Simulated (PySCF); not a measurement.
C₂H₅AlClF, SMILES [CH2]([Al]([F])[Cl])C. Geometry optimised at PBE-D3(BJ)/def2-SVP. The structure was generated by enumeration; whether it is a known compound was not checked. One conformer was computed; it need not be the lowest.

Computed equilibrium geometry at PBE-D3(BJ)/def2-SVP (PySCF confirms it by a frequency run) as bond lengths and angles, and its point group (one conformer of several):
point group Cs.
Atoms: Al1 F2 Cl3 C4 C5 H6 H7 H8 H9 H10. Bonded distances (Å): Al1–F2 1.678, Al1–Cl3 2.110, Al1–C4 1.952, C4–C5 1.536, C4–H6 1.114, C4–H7 1.114, C5–H8 1.109, C5–H9 1.109, C5–H10 1.110. Bond angles (°): F2–Al1–Cl3 116.0, F2–Al1–C4 121.3, Cl3–Al1–C4 122.7, Al1–C4–C5 116.2, Al1–C4–H6 106.6, Al1–C4–H7 106.6, C5–C4–H6 111.2, C5–C4–H7 111.2, H6–C4–H7 104.3, C4–C5–H8 111.9, C4–C5–H9 111.9, C4–C5–H10 111.7, H8–C5–H9 106.7, H8–C5–H10 107.2, H9–C5–H10 107.2.
Charge 0, spin multiplicity 1.
